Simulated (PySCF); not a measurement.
**How ionic is MCl along the lanthanides?**

PBE0 in PySCF with x2c-SVPall on every atom, spin-free X2C, for the lowest determinant that a PBE0 search found; no spin–orbit coupling. A negative dipole means M(+)Cl(−).

| M | state (unpaired electrons) | Re (Å) | μ (D) |
| --- | --- | --- | --- |
| Ce | quartet (f population 1.1) | 2.506 | -4.12 |
| Sm | octet (f population 6.0) | 2.554 | -4.65 |
| Eu | nonet (f population 7.0) | 2.547 | -4.68 |
| Gd | octet (f population 7.1) | 2.408 | -2.47 |
| Tb | septet (f population 8.3) | 2.419 | -2.95 |
| Dy | sextet (f population 9.7) | 2.467 | -3.94 |
| Er | quartet (f population 11.6) | 2.445 | -3.80 |
| Tm | triplet (f population 12.9) | 2.474 | -4.47 |
| Yb | doublet (f population 14.0) | 2.477 | -4.66 |

Q: Give the ionic character |μ|/(e·Re) of each, with 1 e·Å = 4.803 D, and the positive end.

A: CeCl 34 % (Ce positive), SmCl 38 % (Sm positive), EuCl 38 % (Eu positive), GdCl 21 % (Gd positive), TbCl 25 % (Tb positive), DyCl 33 % (Dy positive), ErCl 32 % (Er positive), TmCl 38 % (Tm positive), YbCl 39 % (Yb positive). Lone pairs and polarisation enter μ too, so this number is only a rough measure of charge transfer.

Spin–orbit coupling is left out. The state is the lowest single determinant that the PBE0 search found; with open d or f shells the true ground state can be another one.
